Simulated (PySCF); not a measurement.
C6H5F, SMILES C=C(C#C)/C=C\F. Heavy atoms are numbered as in [CH:1]#[C:2][C:3](=[CH2:4])/[CH:5]=[CH:6]\[F:7]. Hydrogens are named by the atom that carries them.

The structure is a stationary point at PBE0-D3(BJ)/def2-SVP. The structure was generated by enumeration; whether it is a known compound was not checked. Other conformers were not sampled.

Level of theory: PySCF with PBE/pcSseg-1.

GIAO shieldings, no solvent; atoms alike by connectivity are averaged. δ = σ(ref) − σ: ¹³C against TMS (σ = 182.0 ppm); ¹⁹F against CFCl3 (σ = 133.6 ppm); ¹H against TMS (σ = 31.49 ppm), references at their B3LYP-D3(BJ)/def2-TZVP geometries, non-relativistic.

Computed chemical shifts:
| nucleus | atoms | count | δ (ppm) |
|---|---|---|---|
| ¹³C | C6 (CH) | 1 | 158.2 |
| ¹³C | C4 (CH2) | 1 | 133.4 |
| ¹³C | C3 | 1 | 131.2 |
| ¹³C | C5 (CH) | 1 | 118.1 |
| ¹³C | C1 (CH) | 1 | 88.0 |
| ¹³C | C2 | 1 | 87.8 |
| ¹⁹F | F7 | 1 | -123.1 |
| ¹H | H on C6 | 1 | 6.79 |
| ¹H | H on C4 | 2 | 5.89 |
| ¹H | H on C5 | 1 | 5.33 |
| ¹H | H on C1 | 1 | 3.27 |
